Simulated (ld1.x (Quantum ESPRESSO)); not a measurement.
# Scattering properties, TM potential for Cl

Cl, norm-conserving Troullier–Martins (Kleinman–Bylander form), made with ld1.x (Quantum ESPRESSO) 7.5 (PBE, scalar-relativistic). Core [Ne], reference 3s2 3p5. Waves: 3s (bound): rc 1.30 bohr; 3p (bound): rc 1.25 bohr; 3d channel at -0.15 Ry: rc 1.30 bohr. Local part: the d channel. Core correction: Bessel-smoothed model core inside 0.85 bohr.

The phase is arctan(r·u′/u) with u = r·R(r), unwrapped; energies in Ry, scanned from -4 to 5 Ry. A pole is an energy at which the radial function vanishes at the test radius. The pseudo phase is shifted by a multiple of π to meet the all-electron one at the reference energy, and phase errors are pseudo minus all-electron; the curves can meet again beyond the range given. Levels narrower than the energy grid can be missing from the lists of poles.

Problem. For each channel, where are the poles, and over which energies does the pseudopotential scatter like the atom?

Solution.

```json
{"channel": "s", "radius (bohr)": "1.40", "reference energy (Ry)": "-1.52", "poles, all-electron": "4.99", "poles, pseudo": "1.63", "unbroken range about the reference energy with phases within 0.05 rad": "below 0.6", "phase error 1 Ry above the reference energy (rad)": "-0.012"}
{"channel": "p", "radius (bohr)": "1.40", "reference energy (Ry)": "-0.63", "poles, all-electron": "none", "poles, pseudo": "none", "unbroken range about the reference energy with phases within 0.05 rad": "the whole range", "phase error 1 Ry above the reference energy (rad)": "-0.006"}
{"channel": "d", "radius (bohr)": "1.40", "reference energy (Ry)": "-0.15", "poles, all-electron": "none", "poles, pseudo": "none", "unbroken range about the reference energy with phases within 0.05 rad": "the whole range", "phase error 1 Ry above the reference energy (rad)": "+0.002"}
```

Phases in the d channel:

```tsv
E (Ry)	all-electron	pseudo
-4.00	1.220	1.221
-3.52	1.200	1.200
-3.04	1.175	1.175
-2.56	1.145	1.145
-2.08	1.108	1.109
-1.60	1.062	1.062
-1.12	1.002	1.002
-0.64	0.921	0.921
-0.16	0.807	0.807
0.32	0.640	0.641
0.80	0.389	0.390
1.28	0.029	0.033
1.76	-0.391	-0.382
2.24	-0.750	-0.740
2.72	-1.001	-0.990
3.20	-1.169	-1.158
3.68	-1.284	-1.273
4.16	-1.368	-1.356
4.64	-1.431	-1.419
```
